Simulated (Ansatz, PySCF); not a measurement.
Gas-phase reaction (SMILES): [H][P@TB7]([H])([H])([H])[H] (PH5) -> [H][P@TB5]([H])([H])[H] (PH4) + H atom; the H-P bond at the site shown breaks (other sites are not compared here).

Structures are relaxed separately at B3LYP-D3(BJ)/def2-TZVP in Ansatz (an electronic-structure program). Cores are frozen in the correlated levels unless marked. Open shells are spin-unrestricted. Spin-orbit coupling is left out. No relativistic terms. Basis-set limits of correlation are two-point, X^-3; Hartree-Fock from the larger set. Thermal terms are rigid-rotor harmonic-oscillator values from B3LYP-D3(BJ) frequencies (PySCF) at 298.15 K and 1 atm. 1 Eh = 627.5095 kcal/mol. Atoms have translation alone. Electronic entropy comes from spin alone.

```json
[
 {"species": "[H][P@TB7]([H])([H])([H])[H] (PH5)", "E, CCSD(T)/CBS(def2-TZVPPD,def2-QZVPPD) (Ansatz) (Eh)": "-343.83137", "E, B3LYP-D3(BJ)/def2-TZVPD (Ansatz + dftd3) (Eh)": "-344.29993", "H - E (Eh)": "0.04611", "G - E (Eh)": "0.02146"},
 {"species": "[H][P@TB5]([H])([H])[H] (PH4)", "E, CCSD(T)/CBS(def2-TZVPPD,def2-QZVPPD) (Ansatz) (Eh)": "-343.23179", "E, B3LYP-D3(BJ)/def2-TZVPD (Ansatz + dftd3) (Eh)": "-343.70124", "H - E (Eh)": "0.03386", "G - E (Eh)": "0.00827"},
 {"species": "H atom", "E, CCSD(T)/CBS(def2-TZVPPD,def2-QZVPPD) (Ansatz) (Eh)": "-0.49998", "E, B3LYP-D3(BJ)/def2-TZVPD (Ansatz + dftd3) (Eh)": "-0.50215", "H - E (Eh)": "0.00236", "G - E (Eh)": "-0.01065"}
]
```

Task: Work out ΔE and ΔH, ΔG, ΔS and the equilibrium constant at 298.15 K at the first level, then ΔH at the second.

Result: 
1. ΔE = [(-343.23179) + (-0.49998)] - [(-343.83137)] = 0.09960 Eh = 62.5 kcal/mol at CCSD(T)/CBS(def2-TZVPPD,def2-QZVPPD).
2. The terms H - E add up to -0.00989 Eh, so ΔH = (0.09960 + (-0.00989))×627.5095 = 56.3 kcal/mol.
3. The terms G - E add up to -0.02384 Eh, so ΔG = 47.5 kcal/mol, and ΔS = (-0.00989 - (-0.02384))×627509.5/298.15 = 29.4 cal/(mol K).
4. log10 K = -ΔG/(RT ln 10) = -34.8, with RT ln 10 = 1.3642 kcal/mol.
5. With ΔH and ΔS taken as constant, ΔG changes sign near ΔH/ΔS = 1910 K, a rough figure that leaves out heat capacities.
6. At B3LYP-D3(BJ)/def2-TZVPD the same steps give ΔE = 60.6 and ΔH = 54.4 kcal/mol, a shift of -1.9 from the first level.
7. These values are not checked against measurement here, since the tables used lack a sound gas-phase enthalpy of formation for at least one species.
